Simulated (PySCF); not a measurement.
Method: PySCF, PBE0-D3(BJ)/def2-SVP geometry optimisation, gas phase. Rigid rotors, one computed conformer each. The geometries of the anions come from a basis without diffuse functions. Dipoles of ions are taken about the centre of mass.

Species:
1. `[CH3:1][N:2]([CH3:3])[Si@H:4]1[CH:5]=[CH:6][Si@H:7]([NH2:8])[CH:9]=[CH:10]1` with C1–N2–Si4–C5 -68°, C6–Si7–N8–H 156° and -62°
2. `[F:1][CH:2]=[C:3]1[CH2:4][CH2:5][CH2:6]1` with C2–C3–C4–C5 162°, C3–C4–C5–C6 11°, C4–C5–C6–C3 -11°, C2–C3–C6–C5 -162°
3. `[CH2:1]=[CH:2]/[C:3]([F:4])=[CH:5]/[CH3:6]` with C1–C2–C3–F4 0°
4. `[O:1]=[C:2]([O-:3])/[CH:4]=[CH:5]/[CH2:6][C:7]([F:8])([F:9])[F:10]` (charge -1) with C4–C5–C6–C7 -125°

Rotational constants (MHz) and dipole components (D):

```csv
set,A,B,C,μa,μb,μc
P,3496,521.2,501.3,12.47,1.67,1.52
Q,9444,2162,1778,0.34,1.23,0.01
R,2184,535.2,502.5,0.40,0.45,0.38
S,9194,2309,1928,1.42,0.74,0.00
```

Question: Match each set to its species.

Answer: P = 4, Q = 3, R = 1, S = 2.

- 1 (set R): mass 170.1 u, 10 heavy atoms, longest extent 9.2 Å, C1, near-prolate asymmetric top, Ia, Ib, Ic = 231.4, 944.2, 1005.8 u·Å².
- 2 (set S): mass 86.1 u, 6 heavy atoms, longest extent 5.2 Å, C1, asymmetric top, Ia, Ib, Ic = 55.0, 218.9, 262.1 u·Å².
- 3 (set Q): mass 86.1 u, 6 heavy atoms, longest extent 6.6 Å, near-prolate asymmetric top, Ia, Ib, Ic = 53.5, 233.8, 284.2 u·Å².
- 4 (set P): mass 153.0 u, 10 heavy atoms, longest extent 7.1 Å, C1, near-prolate asymmetric top, Ia, Ib, Ic = 144.6, 969.7, 1008.1 u·Å².

Each constant is 505379 MHz·u·Å² over a principal moment. Point groups hold within 0.08 Å; constants that symmetry makes equal can differ a little in the computed geometry, and forbidden dipole components can keep a residue. No structure here is proved a minimum.
